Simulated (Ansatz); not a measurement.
Species: C$_{3}$H$_{7}$Se (charge -1, singlet). 
Geometry from a B3LYP-D3(BJ)/def2-TZVP (Ansatz, a program for electronic structure) optimisation:
```xyz
11

C     -0.5764    -1.6252     1.0586
C      0.3390    -0.4289     0.8142
C      1.7511    -0.8964     0.4733
Se    -0.3929     0.7758    -0.5964
H     -0.1860    -2.2836     1.8525
H     -0.6747    -2.2127     0.1414
H     -1.5764    -1.2934     1.3411
H      0.3860     0.1607     1.7352
H      2.1681    -1.5466     1.2606
H      1.7417    -1.4561    -0.4663
H      2.4168    -0.0431     0.3369
```
Charge -1, spin multiplicity 1.

Basis-set convergence of Hartree-Fock and MP2 correlation energies (hartree) with Ansatz. Cores are frozen in the correlated levels unless marked. Spin-orbit coupling is left out. Frozen are the shells of the preceding noble gas and the d and f shells that filled before the atom's block. Non-relativistic. This anion needs diffuse functions, which these sets lack.

| basis | functions | E(HF) | E(corr, MP2) |
|---|---|---|---|
| cc-pVDZ | 104 | -2517.50460 | -0.55857 |
| cc-pVTZ | 231 | ? | ? |

### Question
Fill in the missing entries.

### Answer

- cc-pVTZ, E(HF): -2517.62326
- cc-pVTZ, E(corr, MP2): -0.69898
